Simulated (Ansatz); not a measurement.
The first iterations of a band of AlF2H + H3P (8 atoms, charge 0, multiplicity 1).

All numbers below come from RKS PBE/def2-SVP in Ansatz.

```json
{
 "movable images": "7",
 "climbing image": "yes",
 "spring": "5.0 eV/Å²",
 "optimiser": "quadratic models (default)",
 "start path": "through a guess of the saddle point",
 "force threshold": "0.03 eV/Å",
 "iteration limit": "60",
 "end points": "relaxed"
}
```

Initial state:

```xyz
8
Properties=species:S:1:pos:R:3
Al 0.052 -0.070 0.085
H -0.133 0.664 1.470
F 1.563 -0.134 -0.652
F -1.277 -0.386 -0.897
P 0.227 -2.985 1.047
H -0.809 -2.422 0.213
H 1.278 -2.238 0.398
H 0.048 -2.008 2.092
```

Final state:

```xyz
8
Properties=species:S:1:pos:R:3
Al 0.022 -0.761 0.021
H 0.258 0.460 1.896
F 1.359 0.234 -0.202
F -1.470 -0.176 -0.470
P 0.237 -2.956 0.745
H -0.535 -3.420 -0.382
H 1.492 -3.094 0.049
H -0.415 0.135 2.099
```

| iteration | highest image above the first end (eV) | largest band force component (eV/Å) |
| --- | --- | --- |
| 1 | 2.615 | 8.424 |
| 2 | 1.382 | 3.878 |
| 3 | 1.210 | 1.577 |
| 4 | 1.134 | 2.351 |
| 5 | 1.121 | 0.703 |
| 6 | 0.919 | 0.869 |

Does the band converge within its limit, and where does its top end?

The run converged. It ended after 20 iterations with the highest image 1.027 eV above the first end. A vibrational analysis at the climbing image gives one clearly imaginary mode, 1075i cm⁻¹: a first-order saddle point. The orbitals stay closed-shell, which can raise the energy where a bond breaks towards radicals; this wasn't checked here.

Time of the run: 2.9 min on 2 threads of Arm Neoverse V1 (shared host), peak memory 0.12 GiB.
